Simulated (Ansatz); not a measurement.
Computed with Ansatz on PBE0-D4/def2-TZVP structures; ΔE is electronic, products minus reactants. CCSD(T)/CBS is the MP2 limit (def2-TZVPP, def2-QZVPP) plus CCSD(T) − MP2 in def2-TZVPP, frozen cores. This one scheme is used for every species. Functionals use def2-TZVPP. B3LYP here is the variant with VWN-RPA as its local correlation; programs differ in this. HSE06 is defined as in plane-wave codes. def2 core potentials past Kr. For I outer-core shells are correlated without core-valence functions, which leaves a few kJ/mol of doubt a bond.

Consider the silylene formation by 1,1-elimination: `C[Si](F)(Cl)I` → `ClI` + `C[Si]F`.

```json
{"level": "B3LYP-D4", "ΔE (kcal/mol)": "106.8", "difference from CCSD(T)/CBS": "-4.3"}
{"level": "r2SCANh-D4", "ΔE (kcal/mol)": "117.5", "difference from CCSD(T)/CBS": "6.4"}
{"level": "HSE06-D4", "ΔE (kcal/mol)": "113.5", "difference from CCSD(T)/CBS": "2.4"}
{"level": "BHLYP-D4", "ΔE (kcal/mol)": "113.5", "difference from CCSD(T)/CBS": "2.4"}
{"level": "ωB97X-V", "ΔE (kcal/mol)": "112.7", "difference from CCSD(T)/CBS": "1.6"}
{"level": "ωB97M-V", "ΔE (kcal/mol)": "109.5", "difference from CCSD(T)/CBS": "-1.6"}
{"level": "BHLYP", "ΔE (kcal/mol)": "108.8", "difference from CCSD(T)/CBS": "-2.3"}
{"level": "HF/def2-TZVPP", "ΔE (kcal/mol)": "109.8", "difference from CCSD(T)/CBS": "-1.3"}
{"level": "MP2/def2-TZVPP", "ΔE (kcal/mol)": "119.5", "difference from CCSD(T)/CBS": "8.4"}
{"level": "HF/CBS(def2)", "ΔE (kcal/mol)": "108.5", "difference from CCSD(T)/CBS": "-2.6"}
{"level": "CCSD(T)/CBS", "ΔE (kcal/mol)": "111.1", "difference from CCSD(T)/CBS": "0"}
```

Problem. What do rigid-rotor, harmonic-oscillator terms from PBE0-D4/def2-TZVP frequencies (298.15 K, 1 bar) make of the CCSD(T)/CBS value? (An estimate is asked.)

Solution. Computed: ΔZPE = -2.8 kcal/mol, ΔH = +108.9 kcal/mol, ΔS = 165 J/(mol·K), ΔG = +97.1 kcal/mol.

Largest T1 diagnostic among the species: 0.014.

In def2-TZVPP, CCSD(T) changes the Hartree–Fock value by +0.9 kcal/mol (the triples alone add +0.5 kcal/mol) and MP2 by +9.6 kcal/mol. Leaving LDA and LC-ωPBE aside and taking each functional with its dispersion term where it has one, the values, not all of them listed here, spread over 18.1 kcal/mol, from BLYP-D4 to r2SCAN0-D4. LDA lies +10.0 kcal/mol from PBE without D4.

CCSD(T)/CBS has its own doubt, a few kJ/mol and more with outer-core shells, so smaller differences from it don't rank the levels.
